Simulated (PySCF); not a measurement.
BClH, SMILES [BH]Cl (connectivity only; charge and spin as stated), charge +1, multiplicity 1. Heavy atoms are numbered as in [BH:1][Cl:2]. Hydrogens are named by the atom that carries them.

The structure is a stationary point at ωB97X-D3(BJ)/def2-TZVPD. The multiplicity is an assumed one; other spin states were not compared. The isomer is the one that the SMILES or the coordinates give; other isomers of the formula were not compared.

Calculation: HF/pcSseg-2 run with PySCF.

GIAO shieldings, no solvent; atoms alike by connectivity are averaged. δ = σ(ref) − σ: ¹¹B against BF3 (σ = 104.0 ppm); ³⁵Cl against HCl (σ = 947.2 ppm); ¹H against TMS (σ = 31.98 ppm), references at their B3LYP-D3(BJ)/def2-TZVP geometries, non-relativistic (without spin–orbit terms, shifts of atoms bonded to Cl or Br come out too high).

| atoms | nucleus | count | δ (ppm) |
|---|---|---|---|
| B1 (BH) | ¹¹B | 1 | 49.9 |
| Cl2 | ³⁵Cl | 1 | 256.7 |
| H on B1 | ¹H | 1 | [?] |

Some entries are withheld; supply them. (An estimate is asked for; the answer gives what the named calculation found.)


- H on B1, δ (ppm): 5.49
